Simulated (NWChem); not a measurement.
System: C$_{2}$H$_{4}$I, doublet; SMILES I[CH]C

Here is an NWChem input.

```
start job
memory heap 200 mb stack 900 mb global 1100 mb
geometry units angstroms
  C     -0.357518     2.464281    -0.014387
  C      0.612150     1.347879     0.030540
  I     -0.018300    -0.621644    -0.071115
  H      0.136517     3.401065     0.289799
  H     -0.767958     2.624598    -1.030808
  H     -1.217080     2.293957     0.653348
  H      1.677856     1.481925    -0.167463
end
basis spherical
  C library 3-21g
  I library 3-21g
  H library 3-21g
end
dft
  odft
  mult 2
  xc hfexch
  iterations 150
end
driver
  maxiter 120
end
task dft optimize
task dft freq
```

No stability test was run on the SCF state.

The level has its own optimisation; frequencies are unscaled. Brackets give each atom's bonded neighbours.

Problem. Give the results of this calculation. (UHF/3-21G, non-relativistic.) Quantities: r C–C (Å); r C–I (Å); r C–H [C(CHI)–H(C)] (Å); highest harmonic frequency (cm⁻¹); lowest (cm⁻¹); zero-point energy (kcal/mol); dipole (D).

Solution. 
```yaml
r C–C (Å): 1.502
r C–I (Å): 2.140
r C–H [C(CHI)–H(C)] (Å): 1.071
highest harmonic frequency (cm⁻¹): 3380
lowest (cm⁻¹): 135
zero-point energy (kcal/mol): 34.2
dipole (D): 1.75
```
